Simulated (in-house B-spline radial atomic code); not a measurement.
Se IV (Se3+) is squeezed into an impenetrable sphere of radius R (the orbitals vanish at R). Level of theory: non-relativistic PBE, spin-polarised, spherical fractional occupations, point nucleus; calculated with an all-electron radial atomic-structure program (B-spline basis).

Energies in eV above the free ion in [Ar] 3d10 4s2 4p1:

| R (bohr) | highest level (eV) | [Ar] 3d10 4s2 4p1 | [Ar] 3d9 4s2 4p1 4f1 | [Ar] 3d10 4s1 4p2 | -dE/dV in [Ar] 3d10 4s2 4p1 (GPa) |
| --- | --- | --- | --- | --- | --- |
| 8.38 | -37 | 0 | 89.17 | 9.61 | 1.99e-05 |
| 5.79 | -36.9 | 0.008042 | 90.51 | 9.621 | 0.0559 |
| 4.95 | -36.8 | 0.07491 | 92.2 | 9.707 | 0.684 |
| 4.47 | -36.6 | 0.257 | 94.01 | 9.937 | 2.8 |
| 3.49 | -34.5 | 2.859 | 103.2 | 13.03 | 48.2 |
| 3.03 | -31.1 | 8.471 | 115 | 19.38 | 186 |
| 2.62 | -23.9 | 22.11 | 137.8 | 34.34 | 651 |
| 2.38 | -16.1 | 39.04 | 162.8 | 52.5 | 1420 |
| 1.69 | 53.5 | 228.6 | 399.1 | 248.6 | 19400 |
| 1.26 | 232 | 872.9 | 1114 | 895.2 | 164000 |

**Question.** Does [Ar] 3d9 4s2 4p1 4f1 fall below [Ar] 3d10 4s2 4p1 under compression?

**Answer.** No, it stays above over the whole range.

**Question.** Does [Ar] 3d10 4s1 4p2 fall below [Ar] 3d10 4s2 4p1 under compression?

**Answer.** No, it stays above over the whole range.

The highest level is first positive in the row R = 1.69 bohr, pushed up by confinement above the zero of the free ion's potential. Each configuration is held fixed and needn't be the lowest in the sphere.
